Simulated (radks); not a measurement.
The nuclear charge of neutral praseodymium is varied continuously with 59 electrons held in [Xe] 4f3 6s2. All-electron calculation, Dirac Kohn-Sham, PBE, spin-unpolarised, spherical densities, point nucleus; open shells are shared between the two j in proportion to 2j + 1. Program: a radial shooting solver on a logarithmic mesh with Libxc functionals. By the Hellmann-Feynman theorem dE/dZ = E(electron-nucleus)/Z, the electronic potential at the nucleus.

Z     E (hartree)  E(electron-nucleus)/Z (hartree)   HOMO  e(HOMO) (eV)  <r> HOMO (bohr)
59     -9242.6113                         -382.271  4f7/2        -1.105            1.225
59.2   -9319.2538                         -384.152  4f7/2        -3.463            1.149
59.4   -9396.2719                         -386.029  6s1/2        -5.733            4.146
59.6   -9473.6652                         -387.904  6s1/2        -6.985            3.996
59.8   -9551.4333                         -389.778  6s1/2        -8.304            3.862
60     -9629.5762                         -391.651  6s1/2        -9.687            3.742

 No converged solution with all levels bound was reached at Z = 58.8.
